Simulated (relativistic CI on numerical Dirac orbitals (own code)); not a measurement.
# What each ingredient does to the levels of Dy40+

Base calculation: Dirac-Coulomb-Breit CI, KLI orbitals optimised for each configuration, model QED (radiative potential, 1s self-energy scaled to tabulated hydrogen-like ionisation energies), unscaled Slater integrals.

Configurations in the expansion (outside the closed core [Ne]): 3s2.3p6.3d8, 3s2.3p5.3d9, 3s2.3p4.3d10, 3s.3p6.3d9, 3p6.3d10, 3s.3p5.3d10, 3s2.3p6.3d7.4s, 3s2.3p6.3d7.4p, 3s2.3p4.3d9.4s, 3s2.3p6.3d7.4d, 3s2.3p4.3d9.4p, 3s2.3p5.3d8.4s, 3s2.3p6.3d7.4f, 3s2.3p4.3d9.4d, 3s.3p5.3d9.4s, 3s2.3p5.3d8.4p, 3s.3p5.3d9.4p, 3s2.3p6.3d6.4s2, 3s2.3p5.3d8.4d, 3s.3p6.3d8.4s, 3s.3p5.3d9.4d, 3s2.3p6.3d6.4s.4p, 3p6.3d9.4s, 3s2.3p6.3d7.5s, 3s2.3p5.3d8.4f, 3s2.3p6.3d6.4p2, 3s.3p6.3d8.4p, 3p6.3d9.4p, 3s2.3p6.3d6.4s.4d, 3s2.3p6.3d7.5p, 3s2.3p6.3d7.5d, 3s2.3p5.3d7.4s2, 3s2.3p6.3d6.4p.4d, 3p6.3d9.4d, 3s.3p6.3d8.4d, 3s2.3p6.3d7.5f. Levels of other configurations are missing.

Variants: (1) P86 correlation estimate; (2) Breit term removed; (3) non-relativistic limit. Shifts of the energy above 3s2.3p6.3d8 3F_4, in eV, for the lowest level and the first level of each name with at least 55 % of one term (blank where a level changes its place among those of its configuration and J or its character, or is not in the variant):

```csv
Level,Base,Δ(1),Δ(2),Δ(3)
3s2.3p6.3d8 3F_4,0.00,0.00,0.00,0.00
3s2.3p6.3d8 3P_0,23.88,0.00,-0.89,-12.16
3s2.3p6.3d8 3F_3,36.53,0.00,+0.72,-36.52
3s2.3p6.3d8 3P_1,49.04,0.00,+0.16,-37.32
3s2.3p6.3d8 1G_4,49.86,0.00,+1.15,-33.72
3s2.3p6.3d8 3F_2,79.15,0.00,+1.58,
3s2.3p6.3d8 1S_0,100.66,0.00,+0.94,-62.95
3s2.3p5.3d9 3F°_4,346.28,+0.25,+1.85,-46.47
3s2.3p5.3d9 1D°_2,354.24,+0.25,+1.64,
3s2.3p5.3d9 3D°_3,367.38,+0.25,+1.86,
3s2.3p5.3d9 3D°_2,396.43,+0.25,+2.57,
3s2.3p5.3d9 3P°_0,402.19,+0.25,+2.19,-86.22
3s2.3p5.3d9 3F°_3,404.80,+0.25,+2.75,
3s2.3p5.3d9 3F°_2,563.00,+0.25,+4.73,
3s.3p6.3d9 3D_3,730.07,+0.42,+1.61,-246.51
3s2.3p4.3d10 1S_0,737.41,+0.46,+3.19,
3s.3p6.3d9 3D_2,742.28,+0.42,+1.91,-258.72
3s.3p6.3d9 3D_1,768.89,+0.42,+2.33,-285.33
3s.3p6.3d9 1D_2,777.92,+0.42,+2.60,-284.18
3s2.3p4.3d10 3P_1,894.23,+0.46,+5.47,-273.69
3s2.3p4.3d10 1D_2,908.15,+0.46,+5.61,-268.01
3s.3p5.3d10 3P°_2,1079.07,+0.62,+3.40,-294.77
```

At this charge energies of transitions that change n are usually good to better than 1 %, and those within a shell (Δn = 0) to a few per cent. Terms inside the open d or f shell come out 10 to 20 % too wide with unscaled integrals.

Ionisation energy from the two ground configurations alone: base 3098.23 eV; P86 correlation estimate 3100.37 eV; Breit term removed 3099.96 eV. The NIST ASD value (theoretical) is 3098 eV.

LS names give the leading component of a level, which can be under half, so a name can repeat, a term be missing and a line seem to break the LS rules.
